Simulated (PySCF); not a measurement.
CH₈FNSi₂, SMILES C[Si@@H](F)N[SiH3]. Geometry optimised at PBE0-D3(BJ)/def2-SVP. The structure was generated by enumeration; whether it is a known compound was not checked. Other conformers were not sampled.

Computed equilibrium geometry at PBE0-D3(BJ)/def2-SVP (PySCF confirms it by a frequency run) as a Z-matrix (one conformer of several):
```
N
H 1 1.0177
Si 1 1.7265 2 113.90
F 3 1.6336 1 110.83 2 -87.37
Si 1 1.7445 2 114.80 3 -171.13
H 3 1.4884 4 105.76 1 -116.18
H 5 1.4912 1 107.65 2 178.46
H 5 1.4958 7 109.18 1 -120.78
H 5 1.4958 7 109.03 8 -117.13
C 3 1.8565 6 113.53 4 116.86
H 10 1.1005 3 111.33 6 -176.48
H 10 1.1006 11 108.29 3 122.35
H 10 1.1007 11 107.73 12 117.01
```
Charge 0, spin multiplicity 1.
